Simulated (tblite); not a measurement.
Input of a run (GFN2-xTB geometry optimisation, gas phase (tblite 0.8.0)), started from a force field or distance geometry:
```
{"job": {"kind": "relax", "xc": "GFN2-xTB", "basis": "xTB"}, "charge": 0, "multiplicity": 1}
C      4.515200     1.309300    -0.386000
C      3.874700     0.279600    -0.513500
P      2.922500    -1.266200    -0.676400
C      1.137500    -0.848400    -0.361500
C      0.544900     0.154000    -1.077200
C     -0.781400     0.471800    -0.856900
C     -1.516700    -0.215100     0.104200
O     -2.829100     0.063800     0.378600
C     -3.604100     1.056000    -0.271700
C     -0.934000    -1.241000     0.855500
C      0.391500    -1.521100     0.582600
H      5.039500     2.216400    -0.295500
H      3.449600    -2.204000     0.267200
H      1.166400     0.654500    -1.815700
H     -1.223100     1.283100    -1.442800
H     -4.672000     0.711900    -0.198100
H     -3.288700     1.204600    -1.326800
H     -3.561000     1.986600     0.321400
H     -1.502900    -1.785800     1.615400
H      0.866200    -2.299100     1.151900
```

Output (eV, eV/Å):
```
step      E/eV     max force
  0    -824.89249    2.099
  1    -825.06912    2.645
  2    -825.23355    2.595
  3    -825.39334    1.092
  4    -825.45959    0.873
  5    -825.52295    0.659
  6    -825.55694    0.421
  7    -825.57305    0.298
  8    -825.58357    0.276
  9    -825.59517    0.315
 10    -825.60832    0.447
 11    -825.62041    0.418
 12    -825.62986    0.264
 13    -825.63734    0.206
 14    -825.64342    0.184
 15    -825.64899    0.196
 16    -825.65377    0.144
 17    -825.65719    0.130
 18    -825.65969    0.115
 19    -825.66202    0.131
 20    -825.66460    0.111
 21    -825.66724    0.114
 22    -825.66963    0.121
 23    -825.67170    0.111
 24    -825.67341    0.094
 25    -825.67471    0.087
 26    -825.67574    0.086
 27    -825.67685    0.079
 28    -825.67834    0.097
 29    -825.68013    0.125
 30    -825.68192    0.103
 31    -825.68384    0.119
 32    -825.68652    0.142
 33    -825.69061    0.197
 34    -825.69560    0.180
 35    -825.69978    0.145
 36    -825.70251    0.178
 37    -825.70401    0.155
 38    -825.70665    0.145
 39    -825.70916    0.112
 40    -825.71113    0.116
 41    -825.71204    0.107
 42    -825.71295    0.074
 43    -825.71365    0.048
 44    -825.71419    0.057
 45    -825.71447    0.032
 46    -825.71466    0.032
 47    -825.71482    0.027
 48    -825.71499    0.027
 49    -825.71515    0.034
 50    -825.71528    0.028
 51    -825.71539    0.020
 52    -825.71549    0.020
 53    -825.71558    0.028
 54    -825.71566    0.031
 55    -825.71577    0.029
 56    -825.71590    0.025
 57    -825.71604    0.028
 58    -825.71614    0.025
 59    -825.71621    0.015
 60    -825.71626    0.014
 61    -825.71630    0.016
 62    -825.71634    0.015
 63    -825.71639    0.015
 64    -825.71646    0.018
 65    -825.71655    0.024
 66    -825.71668    0.025
 67    -825.71684    0.025
 68    -825.71702    0.030
 69    -825.71727    0.033
 70    -825.71754    0.031
 71    -825.71776    0.032
 72    -825.71789    0.020
 73    -825.71797    0.020
 74    -825.71806    0.020
 75    -825.71819    0.034
 76    -825.71835    0.040
 77    -825.71850    0.030
 78    -825.71860    0.022
 79    -825.71869    0.019
 80    -825.71878    0.031
 81    -825.71888    0.035
 82    -825.71900    0.027
 83    -825.71911    0.020
 84    -825.71918    0.015
 85    -825.71923    0.019
 86    -825.71929    0.020
 87    -825.71934    0.016
 88    -825.71938    0.013
 89    -825.71942    0.012
 90    -825.71944    0.010
```

Problem. Summarise the run.

Solution. The energy falls by 19.1 kcal/mol over 90 L-BFGS steps, the largest force on an atom goes from 2.10 to 0.010 eV/Å, and the atoms move by 0.281 Å rms after alignment. The bond that changes most is C2–P3 (alkyne carbon to phosphine phosphorus), which shortens by 0.057 Å. Bonds longer at the end by more than 0.005 Å: 3 of 20; shorter: 13. Among the angles that change most is C4–P3–H13, from 112.9° to 95.2°. Among the dihedrals that turn most is C7–O8–C9–H18, from -94° to -62°. The energy never rose by more than 1e-5 eV on the way. The first step brought 21 % of the lowering.

Problem. What are the final bond lengths?

Solution. C1≡C2 1.203 Å, C2–P3 1.766 Å, P3–C4 1.833 Å, C4–C5 1.388 Å, C5–C6 1.383 Å, C6–C7 1.391 Å, C7–O8 1.361 Å, O8–C9 1.407 Å, C7–C10 1.396 Å, C10–C11 1.377 Å, C4–C11 1.392 Å, C1–H12 1.051 Å, P3–H13 1.405 Å, C5–H14 1.082 Å, C6–H15 1.079 Å, C9–H16 1.089 Å, C9–H17 1.095 Å, C9–H18 1.095 Å, C10–H19 1.079 Å, C11–H20 1.082 Å. Numbering counts from 1 in the input's order; the species is `C#CPc1ccc(OC)cc1`.

The run took 0.85 s of wall time on Arm Neoverse V1, one thread, no GPU, on a shared host.

Its GFN2-xTB frequencies are all real (lowest 21 cm⁻¹). One conformer, not necessarily the lowest. 3 starts were optimised and ended at 0.00, 0.18 and 0.61 kcal/mol (GFN2-xTB); the lowest of these is shown.

The numbers are calculated, not measured.
